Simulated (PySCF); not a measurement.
**`Oc1ccc(F)cc1`, C$_{6}$H$_{5}$FO**

Molfile (atoms numbered from 1):
```
C6H5FO
     RDKit          3D

 13 13  0  0  0  0  0  0  0  0999 V2000
   -2.0616   -1.0031   -0.9074 O   0  0  0  0  0  0  0  0  0  0  0  0
   -0.8906   -0.5175   -0.4403 C   0  0  0  0  0  0  0  0  0  0  0  0
    0.1862   -0.2029   -1.2747 C   0  0  0  0  0  0  0  0  0  0  0  0
    1.3718    0.2959   -0.7382 C   0  0  0  0  0  0  0  0  0  0  0  0
    1.4747    0.4779    0.6334 C   0  0  0  0  0  0  0  0  0  0  0  0
    2.6092    0.9560    1.1500 F   0  0  0  0  0  0  0  0  0  0  0  0
    0.4141    0.1701    1.4785 C   0  0  0  0  0  0  0  0  0  0  0  0
   -0.7673   -0.3272    0.9405 C   0  0  0  0  0  0  0  0  0  0  0  0
   -2.0125   -1.0855   -1.8652 H   0  0  0  0  0  0  0  0  0  0  0  0
    0.0999   -0.3482   -2.3558 H   0  0  0  0  0  0  0  0  0  0  0  0
    2.2204    0.5458   -1.3774 H   0  0  0  0  0  0  0  0  0  0  0  0
    0.5253    0.3240    2.5535 H   0  0  0  0  0  0  0  0  0  0  0  0
   -1.6149   -0.5768    1.5811 H   0  0  0  0  0  0  0  0  0  0  0  0
  1  2  1  0
  2  3  1  0
  3  4  2  0
  4  5  1  0
  5  6  1  0
  5  7  2  0
  7  8  1  0
  8  2  2  0
  1  9  1  0
  3 10  1  0
  4 11  1  0
  7 12  1  0
  8 13  1  0
M  END
```

Level of theory: PySCF 2.14.0, TDDFT CAM-B3LYP/aug-cc-pVDZ excited states, vertical, gas phase. Geometry: PBE0-D3(BJ)/def2-SVP.

Q: How strongly do the lowest singlets absorb one photon, and two photons of half the energy?

A: δ for parallel linear polarisation; σ at the peak of a Lorentzian of half width 0.1 eV, single beam; Ω is circular over linear.
| state | E (eV) | f | photon λ (nm) | δ (au) | σ (GM) | Ω | main |
| --- | --- | --- | --- | --- | --- | --- | --- |
| S1 | 4.93 | 0.056 | 503 | 2.03 | 0.02 | 1.50 | HOMO→LUMO+1 0.88, HOMO−1→LUMO+4 0.10 |
| S2 | 5.41 | 0.000 | 459 | 1.13 | 0.01 | 1.50 | HOMO→LUMO 0.90 |
| S3 | 5.90 | 0.027 | 420 | 4.39 | 0.06 | 0.36 | HOMO→LUMO+4 0.72, HOMO−1→LUMO+1 0.27 |
| S4 | 6.05 | 0.000 | 410 | 8.72 | 0.12 | 1.50 | HOMO→LUMO+2 0.88 |
| S5 | 6.30 | 0.000 | 393 | 2.76 | 0.04 | 1.50 | HOMO→LUMO+3 0.88 |
| S6 | 6.64 | 0.006 | 374 | 4.5 | 0.07 | 1.50 | HOMO→LUMO+5 0.32, HOMO→LUMO+6 0.30 |

Among these, the strongest one-photon state is S1, the strongest two-photon state S4, with a dipole change of 3.9 D (relaxed, norm of the difference vector).
